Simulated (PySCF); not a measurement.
Choosing a molecule for a target property.

All species are isolated and taken at one optimised geometry, non-relativistic unless stated; the electronic structure was computed with PySCF and density fitting.

The conformers computed, where there is a choice (atom-mapped SMILES and torsion angles):
- `[O:1]=[C:2]([F:3])[c:4]1[cH:5][cH:6][c:7]([SiH3:8])[s:9]1`: O1–C2–C4–C5 180°
- `[CH3:1][N:2]([CH:3]=[O:4])[CH2:5][CH:6]([SiH3:7])[SiH3:8]`: C1–N2–C3–O4 176°, C1–N2–C5–C6 -80°, N2–C5–C6–Si7 175°
- `[CH3:1][O:2][C:3](=[S:4])[CH2:5][CH2:6][C:7]#[N:8]`: C1–O2–C3–S4 1°, O2–C3–C5–C6 115°, C3–C5–C6–C7 -61°
- `[CH3:1][n+:2]1[cH:3][cH:4][n:5]([CH:6]2[CH2:7][CH2:8]2)[cH:9]1`: C4–N5–C6–C7 -36°

Question: Wanted: smallest rotational constant above 1 GHz (GFN2-xTB) and HOMO–LUMO gap below 6 eV (PBE0/pcSseg-1), at GFN2-xTB geometries. Which candidate meets both?
A. `COC(=S)CCC#N`
B. `C[n+]1ccn(C2CC2)c1`
C. `CN(C=O)CC([SiH3])[SiH3]`
D. `O=C(F)c1ccc([SiH3])s1`

Answer: A. Computed values:
| species | smallest rotational constant | HOMO–LUMO gap |
| --- | --- | --- |
| O=C(F)c1ccc([SiH3])s1 | 0.537 GHz | 5.41 eV |
| CN(C=O)CC([SiH3])[SiH3] | 0.763 GHz | 7.64 eV |
| C[n+]1ccn(C2CC2)c1 | 0.881 GHz | 7.07 eV |
| COC(=S)CCC#N | 1.047 GHz | 5.25 eV |
